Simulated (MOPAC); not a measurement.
A run for MOPAC: PM3 on H3NSeTe (SMILES N[Te][SeH]), a point of a torsion scan.

```
PM3 1SCF PRECISE CHARGE=0 THREADS=1
H3NSeTe

N     -1.15982630 1     0.15347225 1    -0.10412108 1
Te     0.09456331 1    -1.02871916 1     0.98440964 1
Se     2.08671377 1    -0.41371268 1    -0.38753944 1
H     -1.87834858 1    -0.37657318 1    -0.57763192 1
H     -1.61792540 1     0.84539142 1     0.47143208 1
H      2.42414694 1    -1.73857482 1    -0.86675836 1
```

The log:

```
*******************************************************************************
 **                                                                           **
 **                              MOPAC v23.2.5                                **
 **                                                                           **
 *******************************************************************************
 ** MOPAC's Digital Object Identifier: https://doi.org/10.5281/zenodo.6511958 **
 **                                                                           **
 ** Please cite the open-source release paper for use of this MOPAC version:  **
 ** J. E. Moussa and J. J. P. Stewart (2026)                                  **
 ** MOPAC: An open-source semiempirical molecular orbital program             **
 ** J. Open Source Softw., 11(119), 8025, https://doi.org/10.21105/joss.08025 **
 *******************************************************************************

                              PM3 CALCULATION RESULTS

 *******************************************************************************
 *  PM3        - The PM3 Hamiltonian to be used
 *
 *
 *
 *                 CHARGE ON SYSTEM = 0
 *
 *
 *
 *  PRECISE    - TIGHTER CRITERIA TO BE USED
 *  1SCF       - DO 1 SCF AND THEN STOP
 *  THREADS=1  - MULTI-THREADING NOT USED
 *  T=         - A TIME OF 172800.0 SECONDS REQUESTED
 *  DUMP=N     - RESTART FILE WRITTEN EVERY 7200.0 SECONDS REQUESTED
 *******************************************************************************
PM3 1SCF PRECISE CHARGE=0 THREADS=1
 H3NSeTe

   ATOM   CHEMICAL          X               Y               Z
  NUMBER   SYMBOL      (ANGSTROMS)     (ANGSTROMS)     (ANGSTROMS)

     1       N         -1.15982630  *   0.15347225  *  -0.10412108  *
     2      Te          0.09456331  *  -1.02871916  *   0.98440964  *
     3      Se          2.08671377  *  -0.41371268  *  -0.38753944  *
     4       H         -1.87834858  *  -0.37657318  *  -0.57763192  *
     5       H         -1.61792540  *   0.84539142  *   0.47143208  *
     6       H          2.42414694  *  -1.73857482  *  -0.86675836  *



          CARTESIAN COORDINATES

    NO.       ATOM           X           Y           Z

     1         N         -1.1598      0.1535     -0.1041
     2        Te          0.0946     -1.0287      0.9844
     3        Se          2.0867     -0.4137     -0.3875
     4         H         -1.8783     -0.3766     -0.5776
     5         H         -1.6179      0.8454      0.4714
     6         H          2.4241     -1.7386     -0.8668

  H: (PM3): J. J. P. STEWART, J. COMP. CHEM. 10, 209 (1989).
  N: (PM3): J. J. P. STEWART, J. COMP. CHEM. 10, 209 (1989).
 Se: (PM3): J. J. P. STEWART, J. COMP. CHEM. 12, 320-341 (1991).
 Te: (PM3): J. J. P. STEWART, J. COMP. CHEM. 12, 320-341 (1991).

           Empirical Formula: H3 N Te Se  =     6 atoms



      MOLECULAR POINT GROUP   :   C1


      RHF CALCULATION, NO. OF DOUBLY OCCUPIED LEVELS = 10


 -------------------------------------------------------------------------------
 PM3 1SCF PRECISE CHARGE=0 THREADS=1
 H3NSeTe



     1SCF WAS SPECIFIED, SO BFGS WAS NOT USED
     SCF FIELD WAS ACHIEVED


                              PM3 CALCULATION
                                                       MOPAC v23.2.5 Linux




          FINAL HEAT OF FORMATION =         31.41724 KCAL/MOL =     131.44972 KJ/MOL


          COSMO AREA              =        118.75 SQUARE ANGSTROMS
          COSMO VOLUME            =        108.81 CUBIC ANGSTROMS

          IONIZATION POTENTIAL    =          9.063377 EV
          HOMO LUMO ENERGIES (EV) =         -9.063 -3.033
          NO. OF FILLED LEVELS    =         10
          MOLECULAR WEIGHT        =        223.5904         POINT GROUP:  C1

          MOLECULAR DIMENSIONS (Angstroms)

            Atom       Atom       Distance
            H     6    H     5     4.98056
            H     4   Se     3     2.36810
           Te     2   Se     3     1.58242


          SCF CALCULATIONS        =          1





   ATOM   CHEMICAL          X               Y               Z
  NUMBER   SYMBOL      (ANGSTROMS)     (ANGSTROMS)     (ANGSTROMS)

     1       N         -1.15982630  *   0.15347225  *  -0.10412108  *
     2      Te          0.09456331  *  -1.02871916  *   0.98440964  *
     3      Se          2.08671377  *  -0.41371268  *  -0.38753944  *
     4       H         -1.87834858  *  -0.37657318  *  -0.57763192  *
     5       H         -1.61792540  *   0.84539142  *   0.47143208  *
     6       H          2.42414694  *  -1.73857482  *  -0.86675836  *

                             CARTESIAN COORDINATES

   1    N       -1.159826300     0.153472250    -0.104121080
   2   Te        0.094563310    -1.028719160     0.984409640
   3   Se        2.086713770    -0.413712680    -0.387539440
   4    H       -1.878348580    -0.376573180    -0.577631920
   5    H       -1.617925400     0.845391420     0.471432080
   6    H        2.424146940    -1.738574820    -0.866758360


           Empirical Formula: H3 N Te Se  =     6 atoms



      MOLECULAR POINT GROUP   :   C1


                  EIGENVALUES
 -28.33650 -19.10495 -16.36108 -14.37362 -13.08181 -11.60724 -10.84883 -10.56292
  -9.35961  -9.06338  -3.03262  -1.56315   0.15470   3.33014   4.38281


              NET ATOMIC CHARGES AND DIPOLE CONTRIBUTIONS

  ATOM NO.   TYPE          CHARGE      No. of ELECS.   s-Pop       p-Pop
    1          N          -0.158654        5.1587     1.46819     3.69047
    2         Te           0.262916        5.7371     1.97396     3.76313
    3         Se          -0.151144        6.1511     1.90192     4.24922
    4          H           0.040532        0.9595     0.95947
    5          H           0.046825        0.9532     0.95317
    6          H          -0.040475        1.0405     1.04048
 DIPOLE           X         Y         Z       TOTAL
 POINT-CHG.    -1.712    -0.661     1.766     2.547
 HYBRID        -1.232    -1.425     0.295     1.906
 SUM           -2.944    -2.086     2.061     4.155


          ATOMIC ORBITAL ELECTRON POPULATIONS

     Atom    s        px        py        pz
    1  N   1.46819   1.20976   1.17840   1.30230
    2 Te   1.97396   1.03096   1.55365   1.17851
    3 Se   1.90192   1.45028   1.09240   1.70654
    4  H   0.95947
    5  H   0.95317
    6  H   1.04048

 **********************
 *                    *
 * JOB ENDED NORMALLY *
 *                    *
 **********************




 == MOPAC DONE ==
```

The run finished.

Cost: roughly 0.020 core-seconds.
